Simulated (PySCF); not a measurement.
Correlation energy of Tc(3+) (technetium, charge +3)

[Kr] 4d4, high-spin 5D determinant. All numbers are calculated (PySCF 2.14, scalar relativity by spin-free X2C-1e, in ANO-RCC-VTZP). Frozen: [Ar] 3d10; 12 electrons correlated.

| level | correlation energy (mhartree) |
| --- | --- |
| CCSD | -327.94 |
| (T) | -6.39 |
| CCSD(T) | -334.33 |

Diagnostics: T1 = 0.0026, D1 = 0.0069, largest double amplitude 0.025.

Task: Is a single reference adequate?

Result: Yes, within this model without spin-orbit coupling: T1 lies below 0.03 and no double amplitude reaches 0.07.
